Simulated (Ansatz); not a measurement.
```xyz
9

F     0.1942    1.4415    1.4632
C    -0.3044    0.8408    0.3400
C    -0.5848   -0.6359    0.4418
Ge    0.8169   -0.2173   -0.8612
H    -1.0829    1.4518   -0.1102
H    -0.1957   -1.1016    1.3424
H    -1.5700   -0.9914    0.1596
H     0.4959   -0.2192   -2.3500
H     2.2308   -0.5687   -0.4256
```

Charge 0, multiplicity 1.

List the PBE/def2-TZVPP orbital energies in eV (the Gaussian-basis code of Ansatz). (Best estimate.)

Computed: Occupied: -10804.44, -1337.82, -1191.23, -1191.22, -1191.22, -659.82, -271.13, -269.21, -162.40, -113.86, -113.83, -113.82, -29.99, -29.71, -29.69, -29.64, -29.63, -29.58, -19.40, -14.91, -13.48, -12.57, -11.46, -10.45, -9.97, -8.77, -8.63, -7.05, -5.55. Lowest empty: -0.60, -0.28, 0.29, 0.49, 1.83, 1.87, 2.62, 2.90.
